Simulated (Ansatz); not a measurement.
ClH$_{3}$NO$_{2}$V (`[NH]=[V]([OH])([OH])[Cl]`) at its PBE0-D4/def2-TZVP geometry, where that method's forces vanish. The species carries charge 0 and has multiplicity 1.

```xyz
8

N     0.6864    1.2343   -0.5020
V     0.1539   -0.1162    0.1662
O    -1.0784    0.3778    1.3365
O    -0.5301   -1.1697   -1.0608
Cl    1.8024   -1.1174    1.1645
H     1.1064    2.0955   -0.8258
H    -1.5785   -0.3563    1.7158
H    -0.5621   -0.9480   -1.9945
```

(1) What forces (eV/Å) does B3LYP-D4/def2-TZVPP give on these atoms in Ansatz 0.2.0? (Estimate.)

Answers

(1) The calculation gave: 
```
N1   0.253  0.615 -0.289
V2   0.035 -0.273  0.162
O3  -0.292  0.099  0.278
O4  -0.157 -0.260 -0.290
Cl5  0.238 -0.155  0.148
H6  -0.002  0.001 -0.007
H7  -0.053 -0.003  0.049
H8  -0.023 -0.026 -0.050
```

B3LYP here is the variant with VWN-RPA as its local correlation; programs differ in this.
